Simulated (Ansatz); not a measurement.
Cl$_{2}$HfI$_{2}$, SMILES `[Cl][Hf]([Cl])([I])[I]`. The species carries charge 0 and has multiplicity 1. Hf, I: def2 effective core potential.

Cartesian coordinates in Å:
```
Cl -1.1760 0.2917 -2.0262
Hf -0.0198 0.0711 -0.0358
Cl 0.4897 2.1719 0.7850
I -1.5421 -1.2391 1.7426
I 2.2483 -1.2956 -0.4656
```

List the harmonic frequencies (cm⁻¹, unscaled) at PBE0-D4/def2-TZVP in Ansatz. (Estimate.)

Computed: 50, 71, 76, 84, 97, 194, 221, 390, 394.

Is this a minimum?

Yes, all 9 modes are real.

Give the ideal-gas thermochemistry at 298.15 K and 1 bar (rigid rotor, harmonic oscillator; point group C2v, symmetry number 2).

Zero-point energy 9.4 kJ/mol; H(298) − E = 34.2 kJ/mol; entropy 428.8 J/(mol·K), of which translation 186.4, rotation 132.0, vibration 110.3; G(298) − E = -93.7 kJ/mol. Modes under 100 cm⁻¹ are hindered rotations or soft bends, so the harmonic entropy is rough.

And at 400, 500, 600, 800 and 1000 K?


```json
{"T (K)": "400", "H − E (kJ/mol)": "44.7", "S (J/mol/K)": "459.2", "G − E (kJ/mol)": "-139.0"}
{"T (K)": "500", "H − E (kJ/mol)": "55.2", "S (J/mol/K)": "482.7", "G − E (kJ/mol)": "-186.1"}
{"T (K)": "600", "H − E (kJ/mol)": "65.9", "S (J/mol/K)": "502.0", "G − E (kJ/mol)": "-235.4"}
{"T (K)": "800", "H − E (kJ/mol)": "87.2", "S (J/mol/K)": "532.8", "G − E (kJ/mol)": "-339.0"}
{"T (K)": "1000", "H − E (kJ/mol)": "108.7", "S (J/mol/K)": "556.7", "G − E (kJ/mol)": "-448.0"}
```
